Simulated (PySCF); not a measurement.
# Ionisation energy of P²⁺ by level of theory

P²⁺ [Ne] 3s2 3p1 (2P) → P³⁺ [Ne] 3s2 (1S), as a difference of total energies. Computed with PySCF 2.14 in aug-cc-pCVTZ-DK, with scalar relativity by spin-free X2C-1e. Correlated levels: valence and next inner shell: 1s2 frozen. The calculations carry no spin-orbit coupling.

| method | ionisation energy (eV) | plus first-order spin-orbit estimate | error of that sum (eV) |
| --- | --- | --- | --- |
| UHF | 29.572 | 29.614 | -0.589 |
| MP2 (valence and next inner shell) | 29.903 | 29.944 | -0.259 |
| SCS-MP2 (valence and next inner shell) | 29.887 | 29.928 | -0.275 |
| CCSD (valence and next inner shell) | 30.032 | 30.073 | -0.130 |
| CCSD(T) (valence and next inner shell) | 30.055 | 30.096 | -0.107 |

Reference: 30.203 eV (measured; NIST Atomic Spectra Database, ionization energies).

A first-order spin-orbit estimate (lowest level to lowest level, LS coupling) adds 0.041 eV.

Errors of the correlated levels include the incompleteness of this basis and the frozen core.
